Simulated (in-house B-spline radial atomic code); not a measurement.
Radial electron density of Er3+, [Xe] 4f11. Level of theory: scalar-relativistic (X2C) B97-1, spin-polarised, spherical fractional occupations, exact exchange averaged over the configuration, Fermi nucleus of rms radius 5.2516 fm; calculated with a B-spline radial code for spherical atoms.

One-electron X2C: radii and densities carry no picture-change correction, so inner-shell <1/r> comes out high (for 1s by about 2 % at Z = 33, 5 % at 54, 10 % at 75, 30 % at 118) and <r> low.

Columns: r (bohr), 4πr²n(r) (electrons per bohr), bar.

```
0.000445    2.633 #
0.000548    3.568 #
0.000674     4.81 ##
 0.00083    6.471 ##
 0.00102    8.643 ###
 0.00126    11.56 ####
 0.00155    15.28 ######
  0.0019    19.94 #######
 0.00234    25.91 #########
 0.00288    33.22 ############
 0.00354    41.86 ###############
 0.00436    51.86 ###################
 0.00537    62.71 #######################
  0.0066    73.53 ##########################
 0.00813    83.36 ##############################
    0.01    90.54 #################################
  0.0123    93.77 ##################################
  0.0151    92.45 #################################
  0.0186    87.46 ###############################
  0.0229    81.94 ##############################
  0.0282    80.66 #############################
  0.0347    87.59 ################################
  0.0427    102.2 #####################################
  0.0526    117.3 ##########################################
  0.0647    122.2 ############################################
  0.0796    112.3 ########################################
  0.0979    96.95 ###################################
    0.12     92.8 #################################
   0.148    103.4 #####################################
   0.182      109 #######################################
   0.224     91.1 #################################
   0.276    61.67 ######################
    0.34    49.87 ##################
   0.418    56.96 #####################
   0.515    58.51 #####################
   0.633    44.59 ################
   0.779    27.54 ##########
   0.959    17.64 ######
    1.18    12.87 #####
    1.45    8.695 ###
    1.79    4.462 ##
     2.2    1.654 #
     2.7   0.4213 
    3.33  0.06519 
     4.1  0.00585 
    5.04 0.0002878
```

On this grid the curve has 4 maxima, near 0.0123, 0.0647, 0.182, 0.515 bohr.

The 5p up radial function P(r) = rR(r), positive near the nucleus:

```tsv
r (bohr)	P
0.00083	0.00122
0.00126	0.002302
0.0019	0.004368
0.00288	0.008441
0.00436	0.0163
0.0066	0.03113
0.01	0.05792
0.0151	0.1018
0.0229	0.164
0.0347	0.2236
0.0526	0.2185
0.0796	0.06162
0.12	-0.2183
0.182	-0.3118
0.276	0.09871
0.418	0.4959
0.633	0.03971
0.959	-0.7826
1.45	-0.9189
2.2	-0.4456
3.33	-0.08856
5.04	-0.005038
```
